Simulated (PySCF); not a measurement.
C2H10Si4, SMILES [SiH2]1[Si@@H](C=C1)[SiH2][SiH3].

The structure is a stationary point at PBE-D3(BJ)/def2-SVP. The structure was generated by enumeration; whether it is a known compound was not checked. Other conformers were not sampled.

Calculation: PySCF 2.14.0 with PBE-D3(BJ)/def2-SVP.

Frequencies are harmonic and unscaled.

Computed harmonic wavenumbers and intensities:
| mode | ν (cm⁻¹) | IR (km/mol) | moving atoms (share of kinetic energy) |
|---|---|---|---|
| 1 | 24 | 0.0 | Si 69 %, H 20 %, C 10 % |
| 2 | 58 | 0.2 | Si 57 %, H 22 %, C 21 % |
| 3 | 67 | 0.1 | H 49 %, Si 38 %, C 12 % |
| 4 | 94 | 0.1 | H 66 %, Si 25 %, C 9 % |
| 5 | 133 | 0.9 | Si 59 %, H 24 %, C 16 % |
| 6 | 231 | 0.7 | C 48 %, H 41 %, Si 11 % |
| 7 | 319 | 8.6 | H 82 %, Si 17 % |
| 8 | 346 | 0.3 | Si 62 %, H 34 % |
| 9 | 413 | 12.1 | Si 65 %, H 23 %, C 13 % |
| 10 | 418 | 6.0 | Si 54 %, H 30 %, C 16 % |
| 11 | 431 | 2.1 | H 56 %, Si 38 % |
| 12 | 460 | 3.3 | Si 52 %, H 39 %, C 9 % |
| 13 | 489 | 14.6 | H 65 %, Si 33 % |
| 14 | 517 | 6.4 | H 61 %, Si 33 % |
| 15 | 564 | 12.0 | H 90 % |
| 16 | 600 | 111.9 | H 88 %, Si 11 % |
| 17 | 640 | 19.2 | H 84 %, C 9 % |
| 18 | 653 | 138.4 | H 84 %, Si 12 % |
| 19 | 666 | 25.8 | H 52 %, C 29 %, Si 19 % |
| 20 | 694 | 21.5 | H 65 %, C 24 %, Si 10 % |
| 21 | 720 | 40.1 | H 56 %, C 30 %, Si 14 % |
| 22 | 737 | 42.3 | H 48 %, C 30 %, Si 22 % |
| 23 | 772 | 130.9 | H 73 %, C 16 %, Si 11 % |
| 24 | 831 | 210.6 | H 91 %, Si 9 % |
| 25 | 875 | 28.7 | H 96 % |
| 26 | 902 | 20.0 | H 98 % |
| 27 | 905 | 63.9 | H 97 % |
| 28 | 912 | 95.5 | H 95 % |
| 29 | 980 | 0.8 | H 77 %, C 23 % |
| 30 | 1022 | 3.8 | H 97 % |
| 31 | 1222 | 10.1 | H 65 %, C 34 % |
| 32 | 1507 | 0.5 | C 96 % |
| 33 | 2128 | 54.1 | H 97 % |
| 34 | 2131 | 72.1 | H 98 % |
| 35 | 2141 | 69.0 | H 98 % |
| 36 | 2145 | 39.3 | H 96 % |
| 37 | 2148 | 66.9 | H 99 % |
| 38 | 2151 | 108.0 | H 96 % |
| 39 | 2163 | 88.1 | H 96 % |
| 40 | 2165 | 118.1 | H 96 % |
| 41 | 3051 | 5.7 | H 92 % |
| 42 | 3073 | 28.7 | H 91 %, C 9 % |
